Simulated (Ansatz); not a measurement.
Molecule: AlBr$_{2}$, charge 1, multiplicity 1. It need not be the lowest isomer of its formula. 
Geometry from a B3LYP-D3(BJ)/def2-TZVP (Ansatz, an electronic-structure program) optimisation:
```xyz
3

Al     0.0000     0.0000     0.0000
Br     0.0000     0.0000     2.1564
Br     0.0000     0.0000    -2.1564
```
Charge +1, spin multiplicity 1.

Parts of the frozen-core correlation energy in STO-3G (Ansatz, hartree). Frozen orbitals: 33; correlated occupied orbitals by spin: 8 and 8; virtual: 4 and 4. No spin-orbit coupling. No relativistic terms.

| term | value |
|---|---|
| reference (HF) | -5328.29572 |
| MP2 opposite-spin | (withheld) |
| MP2 same-spin | -0.00891 |
| CCSD correlation | (withheld) |
| (T) | (withheld) |
| FCI minus CCSD(T) | -0.00058 |
| T1 diagnostic | 0.017 |
| largest doubles amplitude | 0.079 |

Task: Complete the blanks.

Result: 
- MP2 opposite-spin, value: -0.03217
- CCSD correlation, value: -0.05005
- (T), value: -0.00314
